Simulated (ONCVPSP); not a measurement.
What one change does to a pseudopotential (iron (Fe), ONCV)

```
Element                 : iron (Fe)
Generator               : ONCVPSP 4.0.1
Type                    : optimised norm-conserving Vanderbilt (ONCV)
Functional              : PBE
Relativity              : scalar-relativistic
Frozen core             : [Ne]
Valence charge          : 16
Reference configuration : 3s2 3p6 3d6 (charge +2)
Partial waves           : 3s: rc 1.15 bohr, ncon 3, nbas 6, qcut 8.2 1/bohr, 2 projectors, debl 3.7 Ha; 3p: rc 1.00 bohr, ncon 3, nbas 7, qcut 16.6 1/bohr, 2 projectors, debl 2.3 Ha; 3d: rc 0.85 bohr, ncon 3, nbas 8, qcut 13.1 1/bohr, 3 projectors, debl 2.9 Ha
Local potential         : polynomial inside 0.80 bohr (lpopt 5, dvloc0 0 Ha)
Core correction         : none
```

In the s channel the program set the typed energies aside and used -4.133, 0.250 Ha. In the p channel the program set the typed energies aside and used -2.885, 0.250 Ha.

Change: all radii scaled by about 1.34 (s 1.54, p 1.34, d 1.14 bohr); local potential polynomial inside 1.06 bohr (lpopt 5, dvloc0 0 Ha). In the s channel the program set the typed energies aside and used -4.133, 0.050 Ha. In the p channel the program set the typed energies aside and used -2.885, 0.250 Ha.

Cutoffs: the cutoffs (Ha) at which the residual kinetic energy of the hardest occupied pseudo-wave falls to 1 and 0.1 mHa per electron; they do not see the model core or the augmentation charge, which bear on the density cutoff. Errors are all-electron minus pseudo energies relative to the spin-unpolarised reference configuration.

What does the change do?

The potential gets softer (84 Ha and 336 Ha → 66 Ha and 74 Ha); of the 3 tests that both files solve, the error grows in 3 and shrinks in 0 by more than 15 % and 0.3 meV (median size 2.8 → 7.8 meV); neither file shows a bound ghost. A larger radius leaves more room for a smooth pseudo-wave, so fewer plane waves are needed. More of the atom is replaced by a form fitted at one configuration, so other configurations suffer.

| quantity | base | changed |
| --- | --- | --- |
| cutoff, loose | 84 Ha | 66 Ha |
| cutoff, tight | 336 Ha | 74 Ha |
| loose cutoff by channel | s 28 Ha, p 74 Ha, d 84 Ha | s 12 Ha, p 31 Ha, d 66 Ha |
| bound ghosts | none | none |
| GHOST(+) flags under 300 eV | none | none |
| tests with a reliable result | 3 of 4 | 3 of 4 |
| error for 3s2 3p6 3d6 4s2, meV [ΔE -24.93 eV] | +5.4 | +7.8 |
| error for 3s2 3p6 3d6 4s1, meV [ΔE -16.20 eV] | +2.6 | +3.8 |
| error for 3s2 3p6 3d5, meV [ΔE 34.22 eV] | -2.8 | +14 |
